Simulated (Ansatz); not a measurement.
Relaxation of GaH$_{7}$SSi (10 atoms, charge 0, multiplicity 1), to a largest force component of 0.03 eV/Å in at most 50 steps.

All numbers below come from RKS BHLYP-D4/def2-SVP (Ansatz).

```xyz
10
Properties=species:S:1:pos:R:3
Ga 0.176 -1.673 -0.063
Si 1.238 0.395 -0.424
H -0.387 -2.497 -1.274
H 0.068 -2.298 1.373
H -1.207 1.545 -0.051
S -2.305 0.851 0.326
H 0.615 1.154 -1.544
H 1.155 1.272 0.777
H 2.683 0.254 -0.751
H -2.036 0.997 1.631
```

Problem. Where does it end, and by what steps?

Solution. The forces met the threshold. The force dipped under the threshold on the way, but the program's further checks kept it going. After 19 steps the energy has fallen by 0.333 eV; H5 moved furthest, 1.00 Å. Joined: Ga1–S6 (3.56 → 2.68 Å).

| step | energy less start (eV) | largest force component (eV/Å) | accepted |
| --- | --- | --- | --- |
| 0 | 0.0000 | 0.578 | yes |
| 1 | -0.0859 | 0.828 | yes |
| 2 | -0.2087 | 0.544 | yes |
| 3 | -0.2769 | 0.335 | yes |
| 4 | -0.2803 | 0.447 | yes |
| 5 | -0.3077 | 0.311 | yes |
| 6 | -0.3215 | 0.064 | yes |
| 7 | -0.3064 | 0.346 | no |
| 8 | -0.3246 | 0.028 | yes |
| 9 | -0.3254 | 0.288 | yes |
| 10 | -0.3296 | 0.017 | yes |
| 11 | -0.3294 | 0.209 | no |
| 12 | -0.3306 | 0.045 | yes |
| 13 | -0.3303 | 0.192 | no |
| 14 | -0.3298 | 0.055 | no |
| 15 | -0.3312 | 0.019 | yes |
| 16 | -0.3317 | 0.059 | yes |
| 17 | -0.3319 | 0.128 | yes |
| 18 | -0.3322 | 0.065 | yes |
| 19 | -0.3325 | 0.002 | yes |

```xyz
10
Properties=species:S:1:pos:R:3
Ga -0.080 -1.367 -0.011
Si 1.438 0.481 -0.378
H -0.752 -2.074 -1.242
H -0.086 -2.098 1.380
H -2.033 1.107 -0.418
S -2.184 0.195 0.556
H 0.948 1.363 -1.475
H 1.528 1.347 0.832
H 2.825 0.077 -0.729
H -1.603 0.970 1.485
```

Whether the end is a true minimum wasn't checked by a vibrational analysis.

Run time: 40 s on 2 threads of AMD EPYC 9R14 (Zen 4), on a shared host, peak memory 0.25 GiB.
